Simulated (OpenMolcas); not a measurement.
Pm2+ among 6 point charges of -1.5 e arranged as a tetragonal octahedron (D4h). The axial distance is 1.01 times the equatorial one, R.

- Program: OpenMolcas 26.06
- Method: CASSCF
- Basis: ANO-RCC-VDZP [7s6p4d2f1g]
- Scalar Hamiltonian: DKH2, point nucleus
- Active space: 5 electrons in 7 orbitals (4f)
- State averaging: 2S+1 = 6 odd, 21 roots; 2S+1 = 4 odd, 128 roots kept (CI in the orbitals of an earlier block, 108 in the spin-orbit step); 2S+1 = 2 odd, 150 roots kept (CI in the orbitals of an earlier block, 40 in the spin-orbit step)
- Spin-orbit coupling: RASSI with atomic mean-field integrals over the reference wave functions

All point charges move together. At R = 2.68 Å the width of the lowest J multiplet is 127 cm-1, and at R = 3.14 Å it is 65 cm-1.

Task: A third run gives 93 cm-1. What distance was it run at?

Result: With a power law R^-n the two known points give n = -ln(65 / 127) / ln(3.14 / 2.68) = 4.23. Then R = 2.68 × (127 / 93)^(1/4.23) = 2.885 Å. The run was at 2.89 Å, so the estimate is off by -0.005 Å.

High states are left out of the spin-orbit mixing, which shifts the levels that they would mix with. This is an electrostatic model: the charges have no orbitals. A group larger than the point group allows holds several states that coincide in this model. No measured value stands beside these numbers.
